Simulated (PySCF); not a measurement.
Worked example: chemical shift, span and skew from a shielding tensor

C₃H, SMILES [C][C][CH+] (connectivity only; charge and spin as stated), charge +1, multiplicity 1. Atoms are numbered in the order given.

```xyz
4

H      0.0000     0.0000    -2.2248
C      0.0000     0.0000    -1.1417
C      0.0000     0.0000     0.0866
C      0.0000     0.0000     1.4259
```
Charge +1, spin multiplicity 1.

Coordinates come from a PBE0-D3(BJ)/def2-TZVP optimisation.

GIAO shieldings from PBE0/pcSseg-2 run with PySCF, non-relativistic, no solvent. The symmetric part of the tensor of C2 has the principal values 8.5, 8.5, 271.8 ppm. The same nucleus in TMS has σ = 186.1 ppm at this level (PySCF, at its B3LYP-D3(BJ)/def2-TZVP geometry).

Task: Work out the isotropic shielding, the ¹³C shift against TMS, the span and the skew.

Result: 
σ(iso) = (σ11 + σ22 + σ33)/3 = 96.3 ppm. δ = σ(ref) − σ(iso) = 186.1 − (96.3) = 89.8 ppm.
Span Ω = σ33 − σ11 = 263.3 ppm. Skew κ = 3(σ(iso) − σ22)/Ω = 1.00, an axial tensor. Tumbling in solution averages the tensor to δ; in a static solid the shielding alone would spread this spin-1/2 line over Ω.
